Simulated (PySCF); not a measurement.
**Computed properties of C4H6O2Si, SMILES c1(O)ccoc1[SiH3]**

C4H6O2Si, SMILES c1c(O)c(oc1)[SiH3]. Geometry: r2SCAN-D4/def2-SVP. The structure was generated by enumeration, and PubChem lists no compound with its InChIKey, so it may never have been made. One conformer was computed; it need not be the lowest. All values are computed for the isolated molecule unless a solvent is named; none is compared with measurement here.

**Structure.** The optimised structure has Cs symmetry. All 33 harmonic modes at r2SCAN-D4/def2-SVP (PySCF) are real, so it is a minimum. With heavy atoms numbered as in [OH:1][c:2]1[cH:3][cH:4][o:5][c:6]1[SiH3:7], the shortest bond between them is C4–O5 at 1.343 Å and the longest C6–Si7 at 1.857 Å.

**Vibrations.** The strongest infrared lines (harmonic, unscaled, degenerate partners summed) lie at 915 cm⁻¹ (198 km/mol, H 81 %), 1478 cm⁻¹ (133 km/mol, C 84 %, H 9 %), 2211 cm⁻¹ (122 km/mol, H 96 %). The softest mode is at 56 cm⁻¹ and the zero-point energy is 55.9 kcal/mol.

**Electronic structure.** M06-2X/def2-TZVP (PySCF) places the frontier levels at -7.45 and 0.60 eV, a gap of 8.05 eV, and gives a dipole moment of 2.74 D and a mean polarisability of 78.0 bohr³. PBE/def2-TZVP (PySCF) at the same geometry gives -5.25 and -1.14 eV, so its gap is 3.94 eV narrower. An orbital gap is neither the optical nor the fundamental gap.

**Excitations.** TDDFT-PBE0/def2-SVPD (PySCF) has S1 at 5.41 eV (229 nm, f = 0.236, bright); the most intense of the 10 singlets computed lies at 5.41 eV (f = 0.24). T1 (TDA) is at 3.59 eV. TDDFT-PBE/def2-SVPD (PySCF) puts S1 at 4.86 eV. No vertical singlet excitation falls in the visible range (under 3.1 eV).

**NMR.** GIAO shifts at PBE0/pcSseg-1 (PySCF) (non-relativistic, atoms alike by connectivity averaged): ¹³C from 109.0 to 167.3 ppm against TMS; ¹H from 3.8 to 7.8 ppm against TMS; ²⁹Si at -90.4 ppm against TMS.
